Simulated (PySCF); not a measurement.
**Ionisation energy of Ir⁶⁸⁺ by level of theory**

Ir⁶⁸⁺ [He] 2s2 2p5 (2P) → Ir⁶⁹⁺ [He] 2s2 2p4 (3P), as a difference of total energies. Calculation: PySCF 2.14, in an even-tempered Gaussian basis (18 s from 47 bohr⁻², ratio 2.2; 13 p from 61 bohr⁻², ratio 2.2; 5 d from 240 bohr⁻², ratio 2.4; 5 f from 360 bohr⁻², ratio 2.4; 4 g from 540 bohr⁻², ratio 2.4); scalar relativity by spin-free X2C-1e. Correlated levels: nothing frozen; virtual orbitals above 40 to 60 times the deepest correlated orbital energy dropped. The calculations carry no spin-orbit coupling.

| method | ionisation energy (eV) |
| --- | --- |
| UHF | 17917.2 |
| LDA | 17910.2 |
| PBE | 17915.8 |
| PBE0 | 17916.6 |
| r2SCAN | 17922.2 |
| PW91 | 17917.9 |
| revPBE | 17915.2 |
| MP2 (all electrons) | 17919.1 |
| SCS-MP2 (all electrons) | 17919.1 |

Spin-orbit coupling is strong in these open shells (close to jj coupling). The scalar numbers leave it out and a first-order estimate fails, so it can dominate the gap to the real levels.

For this ion Breit and QED terms and the two-electron picture change, all absent here, outweigh the differences among the correlated methods.

For comparison: 17390 ± 50 eV (theoretical estimate listed by NIST; NIST Atomic Spectra Database, ionization energies).
